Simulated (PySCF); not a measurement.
SMILES FC(F)(F)c1ccccc1[SiH3] (C7H7F3Si), GFN2-xTB optimised geometry.

```
18

F     -2.92    -1.60    -0.27
C     -1.61    -1.72     0.02
F     -1.55    -2.32     1.23
F     -1.12    -2.61    -0.86
C     -0.87    -0.41     0.00
C     -1.61     0.77     0.01
C     -0.95     1.98     0.01
C      0.44     2.01     0.00
C      1.15     0.83     0.00
C      0.52    -0.41     0.00
Si     1.57    -2.00    -0.01
H     -2.68     0.73     0.02
H     -1.52     2.90     0.02
H      0.96     2.96     0.00
H      2.23     0.86     0.00
H      1.59    -2.52    -1.38
H      2.92    -1.57     0.39
H      1.05    -2.96     0.95
```

Density from PySCF with CAM-B3LYP/def2-SVP at that geometry.

Minimum of the electron density along straight lines between bonded atoms, close to the bond critical point (lines longer than 1.1 times the sum of covalent radii, or with two minima, are not listed):

```json
[
 {"bond": "F1–C2", "length / Å": "1.341", "ρ at the minimum / e bohr⁻³": "0.275", "∇²ρ there / e bohr⁻⁵": "-0.22", "position (fraction from the first atom)": "0.66"},
 {"bond": "C2–F3", "length / Å": "1.349", "ρ at the minimum / e bohr⁻³": "0.272", "∇²ρ there / e bohr⁻⁵": "…", "position (fraction from the first atom)": "0.34"},
 {"bond": "C2–F4", "length / Å": "1.347", "ρ at the minimum / e bohr⁻³": "0.271", "∇²ρ there / e bohr⁻⁵": "-0.23", "position (fraction from the first atom)": "0.34"},
 {"bond": "C2–C5", "length / Å": "1.500", "ρ at the minimum / e bohr⁻³": "0.273", "∇²ρ there / e bohr⁻⁵": "-0.73", "position (fraction from the first atom)": "0.54"},
 {"bond": "C5–C6", "length / Å": "1.389", "ρ at the minimum / e bohr⁻³": "0.311", "∇²ρ there / e bohr⁻⁵": "-0.79", "position (fraction from the first atom)": "0.51"},
 {"bond": "C6–C7", "length / Å": "1.383", "ρ at the minimum / e bohr⁻³": "0.316", "∇²ρ there / e bohr⁻⁵": "-0.83", "position (fraction from the first atom)": "0.50"},
 {"bond": "C7–C8", "length / Å": "1.384", "ρ at the minimum / e bohr⁻³": "0.315", "∇²ρ there / e bohr⁻⁵": "-0.83", "position (fraction from the first atom)": "0.50"},
 {"bond": "C8–C9", "length / Å": "1.383", "ρ at the minimum / e bohr⁻³": "0.316", "∇²ρ there / e bohr⁻⁵": "-0.83", "position (fraction from the first atom)": "0.50"},
 {"bond": "C5–C10", "length / Å": "1.395", "ρ at the minimum / e bohr⁻³": "0.306", "∇²ρ there / e bohr⁻⁵": "-0.76", "position (fraction from the first atom)": "0.51"},
 {"bond": "C9–C10", "length / Å": "1.392", "ρ at the minimum / e bohr⁻³": "0.309", "∇²ρ there / e bohr⁻⁵": "-0.78", "position (fraction from the first atom)": "0.50"},
 {"bond": "C10–Si11", "length / Å": "1.899", "ρ at the minimum / e bohr⁻³": "…", "∇²ρ there / e bohr⁻⁵": "0.33", "position (fraction from the first atom)": "0.62"},
 {"bond": "C6–H12", "length / Å": "1.079", "ρ at the minimum / e bohr⁻³": "0.286", "∇²ρ there / e bohr⁻⁵": "-1.13", "position (fraction from the first atom)": "0.64"},
 {"bond": "C7–H13", "length / Å": "1.079", "ρ at the minimum / e bohr⁻³": "0.285", "∇²ρ there / e bohr⁻⁵": "-1.11", "position (fraction from the first atom)": "0.64"},
 {"bond": "C8–H14", "length / Å": "1.080", "ρ at the minimum / e bohr⁻³": "0.285", "∇²ρ there / e bohr⁻⁵": "-1.10", "position (fraction from the first atom)": "0.64"},
 {"bond": "C9–H15", "length / Å": "1.080", "ρ at the minimum / e bohr⁻³": "0.286", "∇²ρ there / e bohr⁻⁵": "-1.11", "position (fraction from the first atom)": "0.64"},
 {"bond": "Si11–H16", "length / Å": "1.461", "ρ at the minimum / e bohr⁻³": "0.118", "∇²ρ there / e bohr⁻⁵": "0.33", "position (fraction from the first atom)": "0.49"},
 {"bond": "Si11–H17", "length / Å": "1.465", "ρ at the minimum / e bohr⁻³": "0.117", "∇²ρ there / e bohr⁻⁵": "0.34", "position (fraction from the first atom)": "0.49"},
 {"bond": "Si11–H18", "length / Å": "1.459", "ρ at the minimum / e bohr⁻³": "0.120", "∇²ρ there / e bohr⁻⁵": "0.33", "position (fraction from the first atom)": "0.49"}
]
```

Task: Some entries are withheld; supply them.

Result: 
- C2–F3, ∇²ρ there / e bohr⁻⁵: -0.29
- C10–Si11, ρ at the minimum / e bohr⁻³: 0.110
